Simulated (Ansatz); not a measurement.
The same path of C4H13AlSi (19 atoms, charge 0, multiplicity 1) was run twice with different band settings. The coordinate that changes most is the dihedral Si2–C3–Al6–H19.

Theory: RKS B3LYP-D4/STO-3G in Ansatz 0.2.0.

Relaxed end points:

```xyz
19
Properties=species:S:1:pos:R:3
C -1.166 -0.894 -1.973
Si 0.472 -0.783 -1.055
C 0.275 0.256 0.514
C 1.700 0.536 1.110
C -0.551 -0.560 1.567
Al -0.609 1.905 0.049
H -1.516 0.093 -2.307
H -1.082 -1.526 -2.866
H -1.953 -1.323 -1.340
H 1.443 -0.169 -1.934
H 0.929 -2.120 -0.743
H 1.638 1.111 2.049
H 2.328 1.111 0.410
H 2.237 -0.399 1.346
H -1.564 -0.793 1.198
H -0.063 -1.517 1.821
H -0.668 0.001 2.509
H -2.056 2.108 0.392
H 0.165 2.958 -0.691
```

```xyz
19
Properties=species:S:1:pos:R:3
C -1.176 -0.887 -1.969
Si 0.464 -0.792 -1.054
C 0.278 0.254 0.514
C 1.706 0.540 1.097
C -0.538 -0.559 1.577
Al -0.614 1.898 0.046
H -1.521 0.104 -2.295
H -1.097 -1.512 -2.867
H -1.964 -1.317 -1.337
H 1.439 -0.189 -1.936
H 0.909 -2.132 -0.740
H 1.649 1.121 2.034
H 2.327 1.113 0.390
H 2.248 -0.392 1.335
H -1.552 -0.798 1.216
H -0.044 -1.512 1.833
H -0.650 0.007 2.517
H 0.144 2.935 -0.730
H -2.050 2.113 0.425
```

Common settings: movable images 7; climbing image yes; optimiser quadratic models (default); start path IDPP; force threshold 0.05 eV/Å; end points relaxed.

| run | spring | iteration limit |
| --- | --- | --- |
| 1 | 5.0 eV/Å² | 24 |
| 2 | 0.1 eV/Å² | 18 |

Q: What does each run give, and how far can it be trusted?

A: Run 1: converged after 11 iterations, highest image 0.026 eV above the first end. A vibrational analysis at the climbing image gives one clearly imaginary mode, 54i cm⁻¹: a first-order saddle point.
Run 2: converged after 11 iterations, highest image 0.026 eV above the first end. Another band between the same ends (7 images) ends at a top of the same energy, where a vibrational analysis finds 1 clearly imaginary mode.
Limits of this set-up: minimal basis.
